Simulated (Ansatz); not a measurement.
ClH₇OSi₃, SMILES `O[SiH](Cl)[SiH2][SiH3]`. Charge 0, multiplicity 1.

```xyz
12

O    -2.602   -1.428   -0.713
Si   -1.485   -0.734    0.265
Cl   -2.194    1.056    1.023
Si    0.533   -0.208   -0.797
Si    1.901    1.008    0.658
H    -2.832   -0.979   -1.529
H    -1.339   -1.665    1.405
H     1.211   -1.460   -1.237
H     0.221    0.604   -2.009
H     3.242    1.229    0.054
H     2.067    0.254    1.929
H     1.275    2.323    0.951
```

What are the harmonic wavenumbers in cm⁻¹ at PBE0-D4/def2-TZVP (Ansatz, finite differences of forces, unscaled)? (Estimate.)

Ansatz gave: 31, 61, 93, 144, 177, 234, 292, 340, 392, 449, 494, 516, 540, 666, 688, 779, 789, 868, 870, 912, 928, 938, 940, 2196, 2208, 2218, 2227, 2238, 2256, 3915.

Is this a minimum?

Yes, all 30 modes are real.

Give the ideal-gas thermochemistry at 298.15 K and 1 bar (rigid rotor, harmonic oscillator; point group C1, symmetry number 1).

Zero-point energy 175.8 kJ/mol; H(298) − E = 204.0 kJ/mol; entropy 414.7 J/(mol·K), of which translation 170.7, rotation 122.7, vibration 121.3; G(298) − E = 80.4 kJ/mol. Modes under 100 cm⁻¹ are hindered rotations or soft bends, so the harmonic entropy is rough.

And at 400, 500, 600, 800 and 1000 K?


| T (K) | H − E (kJ/mol) | S (J/mol/K) | G − E (kJ/mol) |
| --- | --- | --- | --- |
| 400 | 220.3 | 461.6 | 35.7 |
| 500 | 238.4 | 502.0 | -12.5 |
| 600 | 258.1 | 537.7 | -64.6 |
| 800 | 300.7 | 598.9 | -178.4 |
| 1000 | 346.7 | 650.2 | -303.5 |

Rotational constants (cm⁻¹)?

0.0867, 0.03612, 0.02744.
